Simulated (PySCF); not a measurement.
The third ionisation energy along the 4p block

All values are computed (PySCF 2.14, energy differences of UHF-based or UKS calculations, no spin-orbit coupling). Values in eV. The last column holds reference values (NIST; (s) semi-empirical, (t) theoretical, else measured). Unmarked ones compare directly (S terms, centres of terms, or small fine structure); those marked * lie between the lowest fine-structure levels and include a spin-orbit shift.

```json
{"element": "Ga (cc-pVTZ-PP with ECP10MDF, ECP)", "configurations": "[Ar] 3d10 4s1 → [Ar] 3d10", "UHF": "29.631", "MP2 (valence)": "n/a", "SCS-MP2 (valence)": "n/a", "CCSD (valence)": "n/a", "CCSD(T) (valence)": "n/a", "reference": "30.726"}
{"element": "Ge (cc-pVTZ-PP with ECP10MDF, ECP)", "configurations": "[Ar] 3d10 4s2 → [Ar] 3d10 4s1", "UHF": "32.194", "MP2 (valence)": "32.979", "SCS-MP2 (valence)": "33.136", "CCSD (valence)": "33.280", "CCSD(T) (valence)": "33.280", "reference": "34.058"}
{"element": "As (cc-pVTZ-PP with ECP10MDF, ECP)", "configurations": "[Ar] 3d10 4s2 4p1 → [Ar] 3d10 4s2", "UHF": "27.475", "MP2 (valence)": "27.734", "SCS-MP2 (valence)": "27.723", "CCSD (valence)": "27.815", "CCSD(T) (valence)": "27.834", "reference": "28.349 ± 0.012 *"}
{"element": "Se (cc-pVTZ-PP with ECP10MDF, ECP)", "configurations": "[Ar] 3d10 4s2 4p2 → [Ar] 3d10 4s2 4p1", "UHF": "30.987", "MP2 (valence)": "31.382", "SCS-MP2 (valence)": "31.306", "CCSD (valence)": "31.417", "CCSD(T) (valence)": "31.440", "reference": "31.697 ± 0.019 *"}
{"element": "Br (cc-pVTZ-PP with ECP10MDF, ECP)", "configurations": "[Ar] 3d10 4s2 4p3 → [Ar] 3d10 4s2 4p2", "UHF": "34.623", "MP2 (valence)": "35.149", "SCS-MP2 (valence)": "34.993", "CCSD (valence)": "35.113", "CCSD(T) (valence)": "35.139", "reference": "34.871 ± 0.019 *"}
```

"Valence" correlates the outer s and p shells and, in groups 3 to 12 and the f block, the outer d or f shell, open or full, or the next shell where the ion has no valence electron left; the wider scheme adds the next inner shell.
